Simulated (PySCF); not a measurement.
1,1-difluoropropan-2-one (C3H4F2O), SMILES CC(=O)C(F)F.

The structure is a stationary point at B3LYP-D3(BJ)/def2-SVP. The values are those of a single conformer.

Computed with PBE/def2-TZVP run with PySCF.

The molecule is in vacuum.

```
Item                                                                                                           Result
---------------------------------------------------------------------------------------------  ----------------------
total energy                                                                                       -391.37712 hartree
highest occupied level                                                                                       -6.29 eV
lowest empty level                                                                                           -2.55 eV
orbital gap                                                                                                   3.74 eV
dipole moment                                                                                               0.257 e·Å
quadrupole, principal values (traceless, Buckingham form, about the centre of nuclear charge)   -8.71, 0.64, 8.06 D·Å
mean static polarisability                                                                       41.5 bohr³ (6.15 Å³)
polarisability, principal values                                                               34.4, 43.6, 46.5 bohr³
```
